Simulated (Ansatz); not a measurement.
**Redistribution: C2HBrF2 + C2H2BrF → C2H2F2 + C2HBr2F**

Species: C2HBrF2 `F/C=C(\F)Br`, singlet; C2H2BrF `C=C(F)Br`, singlet; C2H2F2 (1,2-difluoroethene) `F/C=C/F`, singlet; C2HBr2F `F/C(Br)=C/Br`, singlet. The partners trade Br for H; both sit on C, so the bond types are kept.

Shapes, held fixed at every level: PBE0-D4/def2-TZVP. Programs: Ansatz 0.2.0. Electronic energies: no zero-point or thermal term.

Question: Estimate ΔE of this reaction.

Answer: The highest level, CCSD(T)/def2-TZVPP, gives ΔE = +5.1 kJ/mol; the levels span +4.0 to +12.3. The column of differences is taken from that level and isn't an error. No measured value is set beside it here. Relativity is left out for Br. Outer-core shells of Br are correlated, in sets that cover them unevenly. Times are processor times on shared x86 and Arm servers, and rough.

```
               level                   kind  ΔE (kJ/mol)  less CCSD(T)/def2-TZVPP  CPU time (sum over the molecules)
       HF/def2-TZVPP           Hartree–Fock         +5.4                     +0.3                                  –
r2SCAN-D4/def2-TZVPP               meta-GGA        +12.3                     +7.2                               53 s
 B3LYP-D4/def2-TZVPP          global hybrid         +6.6                     +1.5                               46 s
  PBE0-D4/def2-TZVPP          global hybrid         +7.7                     +2.6                               35 s
   B2PLYP/def2-TZVPP          double hybrid         +6.9                     +1.8                               67 s
      MP2/def2-TZVPP    perturbation theory         +4.0                     -1.1                                  –
  CCSD(T)/def2-TZVPP  coupled cluster or CI         +5.1                      0.0                             17 min
```
